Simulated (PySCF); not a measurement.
A basis-limit estimate, worked out

An elementary step of SiNH$_{5}$ClF, singlet (SiNH₄Cl ([NH2][SiH2][Cl]) + HF → SiH₂ClF ([F][SiH2][Cl]) + NH₃; bonds formed: Si1–F7, N2–H6; bonds broken: Si1–N2, H6–F7). “Start” is the structure reached by relaxing down from the saddle towards the reactants; PBE0-D4/def2-TZVP structures. The saddle:

Si1  (-0.746, -0.336, -0.127)
N2  (1.064, 0.013, -0.071)
H3  (-0.766, -1.406, -1.170)
H4  (-1.288, -0.984, 1.079)
Cl5  (-1.791, 1.123, -1.113)
H6  (0.735, 0.800, 0.772)
F7  (-0.287, 1.163, 1.327)
H8  (1.441, 0.390, -0.933)
H9  (1.639, -0.762, 0.236)
(Å)

PySCF 2.14 with density fitting (its default auxiliary sets; JK sets also for MP2 and CCSD(T)); basis: def2-TZVPP and def2-QZVPP; cores frozen in the correlated methods.

Energies in eV:

| quantity | saddle | start |
| --- | --- | --- |
| Hartree–Fock, triple zeta (X = 3) | -24636.38279 | -24637.66342 |
| Hartree–Fock, quadruple zeta (X = 4) | -24637.17796 | -24638.46893 |
| MP2 correlation, X = 3 | -22.40028 | -21.95245 |
| MP2 correlation, X = 4 | -24.38048 | -23.92366 |
| CCSD(T) correlation, X = 3 | -24.29878 | -23.88071 |

(1) Work out the barrier at the basis limit: extrapolate Hartree–Fock as E(X) = E∞ + A exp(−7.88 √X) and the MP2 correlation as E(X) = E∞ + B X^−2.97 (the exponents that Neese and Valeev fitted for def2-TZVPP and QZVPP), then add CCSD(T) − MP2 in triple zeta.

No T1 diagnostic of these runs exceeds 0.011.

Answers

(1) Each step is linear, so take the differences first (saddle − start): Hartree–Fock 1.28063 (X = 3) and 1.29097 (X = 4); MP2 correlation -0.44783 and -0.45682; CCSD(T) correlation -0.41807.
Two points give E∞ = E(4) + w [E(4) − E(3)], with w = 1/(exp(7.88 (2 − √3)) − 1) = 0.1377 for Hartree–Fock and w = 1/((4/3)^2.97 − 1) = 0.7407 for the correlation.
Hartree–Fock: 1.29097 + 0.1377 × 0.01034 = 1.2924 eV.
MP2 correlation: -0.45682 + 0.7407 × (-0.00899) = -0.4635 eV.
CCSD(T) − MP2: -0.41807 − (-0.44783) = 0.0298 eV.
Sum: 1.2924 + (-0.4635) + 0.0298 = 0.8587 eV, or 19.80 kcal/mol. Plain CCSD(T) in triple zeta gives 0.8626 eV, so the larger basis shifts the result by -0.0039 eV.

Steps of this kind, hydrogen fluoride cutting a network bond, underlie vapour etching and the fluorination step of atomic layer etching.

Labels in which every atom is bracketed show which atoms are joined, not bond orders.

For scale, one of the runs: CCSD(T)/def2-TZVPP, 216 basis functions, launched by `OMP_NUM_THREADS=4 python run.py`. Hardware: 4 CPU threads of an Arm Neoverse V2, shared host. Wall time 10 min; peak host memory 3.4 GiB.
